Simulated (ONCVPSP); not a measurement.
**strontium, ONCV: configuration errors across variants**

Sr, optimised norm-conserving Vanderbilt (ONCV), made with ONCVPSP 4.0.1 (PBE, scalar-relativistic). Core [Ar] 3d10, reference 4s2 4p6 5s1.5 5p0.5. Waves: 4s+5s: rc 2.45 bohr, ncon 4, nbas 7, qcut 5 1/bohr, 2 projectors; 4p+5p: rc 2.95 bohr, ncon 4, nbas 8, qcut 3.7 1/bohr, 2 projectors; d scattering state at 0.25 Ha: rc 2.45 bohr, ncon 4, nbas 9, qcut 4.4 1/bohr, local. Local part: the d channel. Core correction: Teter function, fcfact 2.75, rcfact 1.75.

In the d channel the program set the typed energies aside and used 0.050 Ha.

All-electron excitation energies from the reference (eV): (1) 4s2 4p6 5s2 5p0 -1.135; (2) 4s2 4p6 5s1 5p0 4.750; (3) 4s2 4p6 5s0 5p0 15.756; (4) 4s2 4p6 5s1 5p1 1.164.

3 further variants failed, have other tests or another functional or relativity, and are left out.

Errors AE − PS in meV (a dash: test not solved or not reliable):

```csv
change,(1),(2),(3),(4),bound ghosts,GHOST(+) flags above zero
base,-0.4,-1.0,-14,-0.5,none,s
"all radii but the core radius scaled by about 1.10 (s 2.70, p 3.24, d 2.70 bohr)",-0.6,-1.9,-26,-0.8,none,s
s: nproj 3,-0.4,-0.9,-14,-0.5,none,none
```

Task: Give the same row for: p: rc 3.86.

Result: -0.9, -4.7, -62, -1.1; bound ghosts: none; GHOST(+) flags above zero: s.
